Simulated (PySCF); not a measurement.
NO₃, SMILES [O]N([O])[O] (connectivity only; charge and spin as stated), neutral, multiplicity 2. Atoms are numbered in the order given.

```xyz
4

N      0.0000     0.0000     0.0000
O      1.2305     0.0000     0.0000
O     -0.6152     1.0656     0.0000
O     -0.6152    -1.0656     0.0000
```
Charge 0, spin multiplicity 2.

The structure is a stationary point at B3LYP-D3(BJ)/def2-TZVP.

All values below come from PBE/pcH-1 (PySCF).

Unrestricted Kohn–Sham, ⟨S²⟩ = 0.752. Hyperfine tensors hold the contact and dipolar terms, without spin-orbit corrections.

Computed hyperfine couplings:
| nucleus | A(iso) (MHz) | A(iso) (G) | dipolar principal values (MHz) |
|---|---|---|---|
| 14N no. 1 | -9.8 | -3.5 | -3.2, 1.6, 1.6 |
| 17O no. 2 | -7.2 | -2.6 | -121.2, 59.6, 61.6 |
| 17O no. 3 | -7.3 | -2.6 | -121.2, 59.6, 61.6 |
| 17O no. 4 | -7.3 | -2.6 | -121.2, 59.6, 61.6 |

Q: And the g tensor (effective nuclear charges for spin-orbit coupling, GIAO)? (The exact figures need the calculation; the answer reports its results.)

A: principal values 2.0027, 2.0125, 2.0125; isotropic 2.0093.
